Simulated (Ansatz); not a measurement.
`[Cl][Ge][Br]`. Charge 0, multiplicity 1.

```xyz
3

Cl    0.5323    1.5877   -0.5767
Ge   -0.4606   -0.3442   -0.7752
Br   -0.0717   -1.2435    1.3519
```

Problem. List the harmonic frequencies (cm⁻¹, unscaled) at PBE0-D4/def2-TZVP in Ansatz. (Best estimate.)

Solution. The calculation gave: 131, 289, 398.

Problem. Is this a minimum?

Solution. Yes, all 3 modes are real.

Problem. Give the ideal-gas thermochemistry at 298.15 K and 1 bar (rigid rotor, harmonic oscillator; point group Cs, symmetry number 1).

Solution. Zero-point energy 4.9 kJ/mol; H(298) − E = 18.5 kJ/mol; entropy 312.8 J/(mol·K), of which translation 174.2, rotation 116.1, vibration 22.5; G(298) − E = -74.7 kJ/mol.

Problem. Rotational constants (cm⁻¹)?

Solution. 0.2041, 0.05044, 0.04045.
